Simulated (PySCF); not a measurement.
## From computed data to an observable: entropy of an ideal gas

Be(F)(Et) (C2H5BeF), SMILES C[CH2][Be][F].

Geometry: PBE-D3(BJ)/def2-SVP. The values are those of a single conformer.

PySCF with PBE-D3(BJ)/def2-SVP gives the harmonic wavenumbers 124, 168, 306, 413, 572, 610, 905, 931, 1004, 1169, 1203, 1345, 1370, 1403, 1427, 1435, 2939, 2957, 2984, 3033, 3045 cm⁻¹ and the rotational temperatures 1.3433, 0.1498, 0.1396 K. The molar mass is 57.07 g/mol, the symmetry number 1, the spin multiplicity 1.

Problem. Work out the entropy at 298.15 K and 1 atm in the rigid-rotor, harmonic-oscillator model.

Solution. 
Translation (Sackur–Tetrode at 1 atm): S = R[1.5 ln M + 2.5 ln T − 1.16487] = 159.2 J/(mol K).
Rotation: q = (√π/σ) T^1.5/√(θA θB θC) = 54400, S = R[ln q + 3/2] = 103.1 J/(mol K).
Vibration: with u = 1.4388 ν/T, each mode gives R[u/(e^u − 1) − ln(1 − e^−u)]:
```tsv
ν (cm⁻¹)	modes	u	S (J/(mol K))
124	1	0.60	12.71
168	1	0.81	10.28
306	1	1.48	5.79
413	1	1.99	3.83
572	1	2.76	2.09
610	1	2.94	1.81
905	1	4.37	0.57
931	1	4.49	0.52
1004	1	4.84	0.39
1169	1	5.64	0.20
1203	1	5.81	0.17
1345	1	6.49	0.09
1370	1	6.61	0.09
1403	1	6.77	0.07
1427	1	6.89	0.07
1435	1	6.92	0.06
```
The stiffer modes add less than 0.005 each. Sum 38.7 J/(mol K).
Spin: R ln 1 = 0.0 J/(mol K).
Total 301.1 J/(mol K); the program's own thermochemistry gives 301.1. Translation makes up 53 % and vibration 13 %. Anharmonicity, hindered rotation and orbital degeneracy are left out.
